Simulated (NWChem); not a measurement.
System: SiH3O2Cl; SMILES O[SiH](O)Cl

Excerpt of the output:

```
             Northwest Computational Chemistry Package (NWChem) 7.3.0
             --------------------------------------------------------

                             Geometry "geometry" -> ""
                             -------------------------

 Output coordinates in angstroms (scale by  1.889725989 to convert to a.u.)

  No.       Tag          Charge          X              Y              Z
 ---- ---------------- ---------- -------------- -------------- --------------
    1 Si                  14.0000    -0.02158600     0.46694200     0.40641200
    2 O                    8.0000    -1.31688300     1.24069400    -0.23643900
    3 O                    8.0000     1.36208400     1.14843100    -0.17889200
    4 Cl                  17.0000     0.02108400    -1.53931100    -0.11773300
    5 H                    1.0000    -0.16830500     0.55216000     1.87095900
    6 H                    1.0000    -1.31230300     1.39686600    -1.18614500
    7 H                    1.0000     2.12384700     0.57315700    -0.29505400

 Effective nuclear repulsion energy (a.u.)     228.3118858674

                                 NWChem DFT Module
                                 -----------------

 Summary of "ao basis" -> "ao basis" (spherical)
 ------------------------------------------------------------------------------
       Tag                 Description            Shells   Functions and Types
 ---------------- ------------------------------  ------  ---------------------
 Si                         def2-svp                 8       18   4s3p1d
 O                          def2-svp                 6       14   3s2p1d
 Cl                         def2-svp                 8       18   4s3p1d
 H                          def2-svp                 3        5   2s1p

 in cosmo_initialize ...
 calling solv_data for solv:cychexon

 solvent parameters
 solvname_short: cychexon
 solvname_long:  cyclohexanone
 dielec:       15.6190
 dielecinf:     2.1045
 nonaqueous SMD model solvent descriptors
 dielec:       15.6190
 sola:          0.0000
 solb:          0.5600
 solc:          0.0000
 solg:         49.7600
 solh:          0.0000
 soln:          1.4507

          ---------------
          -cosmo- solvent
          ---------------
 Cosmo: York-Karplus, doi: 10.1021/jp992097l
 dielectric constant -eps-     =  15.62
 screen = (eps-1)/(eps    )    =   0.93598
 surface charge correction     = lagrangian

   van der Waals surface
 --------------------------

 ---------- ATOMIC COORDINATES (A.U.) ------------ VDWR(ANG.) --
     1   -0.04079163    0.88239243    0.76800732     2.470
     2   -2.48854803    2.34457170   -0.44680492     2.294
     3    2.57396553    2.17021991   -0.33805686     2.294
     4    0.03984298   -2.90887600   -0.22248311     2.380
     5   -0.31805033    1.04343110    3.53559985     1.200
     6   -2.47989308    2.63969398   -2.24148903     1.200
     7    4.01348887    1.08310968   -0.55757121     1.200
 number of segments per atom =        128
 number of   points per atom =        128
 atom (   nspa,  nppa )
 ----------------------
    1 (     37,     0 )       0
    2 (     76,     0 )       0
    3 (     77,     0 )       0
    4 (     92,     0 )       0
    5 (     31,     0 )       0
    6 (      2,     0 )       0
    7 (      1,     0 )       0
 number of -cosmo- surface points =      316
 molecular surface =    142.401 angstrom**2
 molecular volume  =    139.904 angstrom**3
 -lineq- algorithm             =   0
 -bem- low  level              =   3
 -bem- from -octahedral-
 gaussian surface charge width =   4.50000
 degree of switching           =   1.00000
 switching function tolerance  =   0.00010
 atomic radii =
 --------------
    1 14.000  2.470
    2  8.000  2.294
    3  8.000  2.294
    4 17.000  2.380
    5  1.000  1.200
    6  1.000  1.200
    7  1.000  1.200
 ...... end of -cosmo- initialization ......

 nat:                     7
 ixmem:                  2814
 calling mnsol_interface()
 G(SMD-CDS) energy (kcal/mol)  =    -1.764
 SMD-CDS SASA (angstrom**2)    =   129.158

[...]

                                COSMO-SMD solvation results
                                ---------------------------

             internal energy in gas <Psi(g)|H|Psi(g)> =      -901.762471905034
         internal energy in solvent <Psi(s)|H|Psi(s)> =      -901.762049782806
                               delta internal energy  =         0.000422122228 (    0.26 kcal/mol)
   total free energy in solvent <Psi(s)|H+V/2|Psi(s)> =      -901.768904796729
 polarization energy contribution <Psi(s)|V/2|Psi(s)> =        -0.006855013923 (   -4.30 kcal/mol)
    total free energy in solvent including G(SMD-CDS) =      -901.771716419513
                       G(SMD-CDS) energy contribution =        -0.002811622784 (   -1.76 kcal/mol)
     1 M fixed-concentration free energy of solvation =        -0.009244514480 (   -5.80 kcal/mol)

                       DFT Final Molecular Orbital Analysis
                       ------------------------------------

 Vector   23  Occ=2.000000D+00  E=-3.234855D-01
              MO Center=  6.7D-01,  5.9D-01,  8.8D-02, r^2= 3.0D+00
   Bfn.  Coefficient  Atom+Function         Bfn.  Coefficient  Atom+Function
  ----- ------------  ---------------      ----- ------------  ---------------
    38      0.432878  3 O  pz                41      0.323361  3 O  pz
    58      0.248765  4 Cl py                37      0.182578  3 O  py
    55      0.179317  4 Cl py                36      0.177659  3 O  px
    65     -0.175119  5 H  s                 22      0.166366  2 O  px
    66     -0.163553  5 H  s                 40      0.128851  3 O  py

 Vector   24  Occ=2.000000D+00  E=-3.199637D-01
              MO Center= -8.7D-02, -1.0D+00,  3.6D-02, r^2= 2.5D+00
   Bfn.  Coefficient  Atom+Function         Bfn.  Coefficient  Atom+Function
  ----- ------------  ---------------      ----- ------------  ---------------
    59      0.547778  4 Cl pz                56      0.406100  4 Cl pz
    53      0.236424  4 Cl pz                23     -0.184257  2 O  py
    57      0.155273  4 Cl px                65     -0.151188  5 H  s
    58     -0.138450  4 Cl py                66     -0.137195  5 H  s
    26     -0.131287  2 O  py                54      0.116043  4 Cl px

 Vector   25  Occ=2.000000D+00  E=-3.156248D-01
              MO Center= -7.7D-02, -6.6D-01, -6.8D-02, r^2= 3.2D+00
   Bfn.  Coefficient  Atom+Function         Bfn.  Coefficient  Atom+Function
  ----- ------------  ---------------      ----- ------------  ---------------
    57      0.517306  4 Cl px                54      0.381322  4 Cl px
    23     -0.251963  2 O  py                51      0.221912  4 Cl px
    26     -0.189973  2 O  py                37      0.183048  3 O  py
    59     -0.163092  4 Cl pz                40      0.135866  3 O  py
    56     -0.121169  4 Cl pz                65      0.110536  5 H  s

 Vector   26  Occ=0.000000D+00  E= 4.440416D-02
              MO Center=  1.7D-01,  8.5D-01, -4.6D-01, r^2= 5.3D+00
   Bfn.  Coefficient  Atom+Function         Bfn.  Coefficient  Atom+Function
  ----- ------------  ---------------      ----- ------------  ---------------
     4      0.789649  1 Si s                 21     -0.676938  2 O  s
    71      0.644505  6 H  s                 76      0.629834  7 H  s
    35     -0.609031  3 O  s                 66     -0.471430  5 H  s
     3      0.210433  1 Si s                 58     -0.206094  4 Cl py
    12      0.200026  1 Si py                34     -0.174436  3 O  s

 Vector   27  Occ=0.000000D+00  E= 5.639162D-02
              MO Center=  2.7D-01,  4.1D-01,  1.6D-01, r^2= 4.8D+00
   Bfn.  Coefficient  Atom+Function         Bfn.  Coefficient  Atom+Function
  ----- ------------  ---------------      ----- ------------  ---------------
    11      0.868628  1 Si px                35     -0.643494  3 O  s
    21      0.614732  2 O  s                 71     -0.448316  6 H  s
    76      0.445125  7 H  s                 57     -0.255199  4 Cl px
     8      0.226830  1 Si px                40      0.193466  3 O  py
     4      0.157309  1 Si s                 37      0.146085  3 O  py

 Vector   28  Occ=0.000000D+00  E= 6.693300D-02
              MO Center=  5.7D-02,  1.1D-01,  6.2D-01, r^2= 3.4D+00
   Bfn.  Coefficient  Atom+Function         Bfn.  Coefficient  Atom+Function
  ----- ------------  ---------------      ----- ------------  ---------------
    12      0.964696  1 Si py                66      0.599223  5 H  s
    50      0.555839  4 Cl s                 58      0.555608  4 Cl py
     3     -0.547184  1 Si s                  4     -0.544257  1 Si s
     9      0.362912  1 Si py                76      0.264798  7 H  s
    59      0.263332  4 Cl pz                13     -0.242128  1 Si pz

     Multipole analysis of the density
     ---------------------------------

     L   x y z        total         alpha         beta         nuclear
     -   - - -        -----         -----         ----         -------
     0   0 0 0     -0.000000    -25.000000    -25.000000     50.000000

     1   1 0 0      0.538946     -0.733094     -0.733094      2.005133
     1   0 1 0      0.090958     -1.848106     -1.848106      3.787170
     1   0 0 1     -0.436251     -0.931893     -0.931893      1.427535

     2   2 0 0    -25.594740    -75.274750    -75.274750    124.954760
     2   1 1 0     -0.912668      3.040280      3.040280     -6.993228
     2   1 0 1      1.347945     -1.096552     -1.096552      3.541049
     2   0 2 0    -30.560446   -138.096208   -138.096208    245.631969
     2   0 1 1     -1.429217     -2.418693     -2.418693      3.408170
     2   0 0 2    -25.366240    -27.406187    -27.406187     29.446134
```

Level: B3LYP/def2-SVP, SMD on the gas-phase geometry. All runs use the structure optimised with PBE0/def2-SVP. Solvent: cyclohexanone.

Problem. Reconstruct the input file.

Solution. This is not unique; one that fits is the input that was run:
```
start job
memory heap 200 mb stack 900 mb global 1100 mb
geometry units angstroms noautosym nocenter noautoz
  Si    -0.021586     0.466942     0.406412
  O     -1.316883     1.240694    -0.236439
  O      1.362084     1.148431    -0.178892
  Cl     0.021084    -1.539311    -0.117733
  H     -0.168305     0.552160     1.870959
  H     -1.312303     1.396866    -1.186145
  H      2.123847     0.573157    -0.295054
end
basis spherical
  * library def2-svp
end
dft
  xc b3lyp
  iterations 150
end
cosmo
  do_cosmo_smd true
  solvent cychexon
end
task dft energy
```
